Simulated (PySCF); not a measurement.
One of the candidates below gave these computed data.

All candidates are CH9ClOSi3.

| technique | computed result |
| --- | --- |
| Dipole | 1.98 D [B3LYP/def2-SVPD] |
| Polarisability | 110.8 au [B3LYP/def2-SVPD] |
| NMR, other nuclei | isotropic shieldings of nuclei other than C and H, by class: 319 (1 O), 367 (1 Si), 392 (1 Si), 468 (1 Si), 980 (1 Cl) ppm [GIAO PBE0/pcSseg-1] |
| UV, first state | lowest singlet excitation: 5.91 eV (210 nm, f = 0.002) [TDDFT B3LYP/def2-SVPD] |
| Triplet | lowest triplet excitation (Tamm–Dancoff): 5.53 eV [TDA B3LYP/def2-SVPD] |
| 1H NMR | chemical shifts (computed TMS as zero) by class: 5.39 (1 H), 5.07 (3 H), 3.48 (3 H), 3.39 (1 H), 3.07 (1 H) ppm [GIAO PBE0/pcSseg-1] |
| Rotational structure | rotational constants A, B, C: 2.108, 0.751, 0.582 GHz [GFN2-xTB] |
| UV, strongest line | among the 8 lowest singlet transitions: S3 at 6.42 eV (193 nm, f = 0.029) [TDDFT B3LYP/def2-SVPD] |
| 13C NMR | chemical shifts (computed TMS as zero) by class: 33.8 (1 C) ppm [GIAO PBE0/pcSseg-1] |

The electronic properties come from PySCF, for the isolated species, density fitting. Levels stand in brackets. The structure is a single GFN2-xTB conformer in the gas phase; no vibrational or solvent corrections. NMR classes are plain means over equivalent atoms (diastereotopic ones count apart unless rotation or inversion swaps them), as if these changed places fast.

Question: Which candidate is it?
A. `C[Si@H]([SiH3])O[SiH2]Cl`
B. `[SiH3]C[Si@H](Cl)O[SiH3]`
C. `[SiH3]O[Si@@H]([SiH3])CCl`
D. `[SiH3][SiH2]O[SiH2]CCl`

Answer: C. It is `[SiH3]O[Si@@H]([SiH3])CCl`. Numbering: `[SiH3:1][O:2][Si@@H:3]([SiH3:4])[CH2:5][Cl:6]`. Its formula, CH9ClOSi3, gives 0 degrees of unsaturation, so no ring and no π bond. The one carbon: sp3 C–Cl carbon [C5] (33.8 ppm). Hydrogen classes from least to most shielded: 1 H on an oxygen-bound silicon, Si3 (5.39 ppm), 3 H on an oxygen-bound silicon, Si1 (5.07 ppm), 3 H on an SiH3 silicon, Si4 (3.48 ppm), 1 H on an sp3 C–Cl carbon, C5 (3.39 ppm), 1 H on an sp3 C–Cl carbon, C5 (3.07 ppm). The other shieldings belong to: 319 ppm, siloxane oxygen [O2]; 367 ppm, oxygen-bound silicon [Si3]; 392 ppm, oxygen-bound silicon [Si1]; 468 ppm, SiH3 silicon [Si4]; 980 ppm, alkyl chlorine [Cl6]. S1 is mainly HOMO→LUMO (weight 0.97); the largest Löwdin shares of the orbital it empties are 0.36 on the alkyl chlorine, 0.20 on the sp3 C–Cl carbon, 0.12 on an oxygen-bound silicon and 0.11 on the siloxane oxygen, of the orbital it fills 0.22 on an oxygen-bound silicon, 0.17 on the SiH3 silicon, 0.12 on an oxygen-bound silicon and 0.08 on the alkyl chlorine. The optimised geometry has point group C1 and is an asymmetric top.

The others, at the same levels:
- `[SiH3][SiH2]O[SiH2]CCl` fails: its computed 1H shifts are 5.74 (2 H), 5.05 (2 H), 3.58 (3 H), 2.85 (2 H) ppm, lowest singlet excitation is 6.11 eV (203 nm, f = 0.022) (against 5.91 eV) and rotational constant A is 1.717 GHz (against 2.108 GHz).
- `[SiH3]C[Si@H](Cl)O[SiH3]` fails: its computed 13C shifts are 0.5 (1 C) ppm, 1H shifts are 5.39 (1 H), 5.16 (3 H), 4.03 (3 H), 0.38 (1 H), -0.01 (1 H) ppm and lowest singlet excitation is 7.05 eV (176 nm, f = 0.001) (against 5.91 eV).
- `C[Si@H]([SiH3])O[SiH2]Cl` fails: its computed 13C shifts are 3.6 (1 C) ppm, 1H shifts are 5.71 (1 H), 5.42 (1 H), 5.38 (1 H), 3.48 (3 H), 0.52 (3 H) ppm and lowest singlet excitation is 6.49 eV (191 nm, f = 0.029) (against 5.91 eV).

Each candidate is one conformer, not necessarily the lowest. The conformers computed, where there is a choice (atom-mapped SMILES and torsion angles):
- `[SiH3:1][O:2][Si@@H:3]([SiH3:4])[CH2:5][Cl:6]`: Si1–O2–Si3–Si4 48°, O2–Si3–C5–Cl6 -177°
- `[SiH3:1][SiH2:2][O:3][SiH2:4][CH2:5][Cl:6]`: Si1–Si2–O3–Si4 30°, Si2–O3–Si4–C5 23°, O3–Si4–C5–Cl6 -63°
- `[SiH3:1][CH2:2][Si@H:3]([Cl:4])[O:5][SiH3:6]`: Si1–C2–Si3–Cl4 171°, C2–Si3–O5–Si6 49°
- `[CH3:1][Si@H:2]([SiH3:3])[O:4][SiH2:5][Cl:6]`: C1–Si2–O4–Si5 72°, Si2–O4–Si5–Cl6 27°
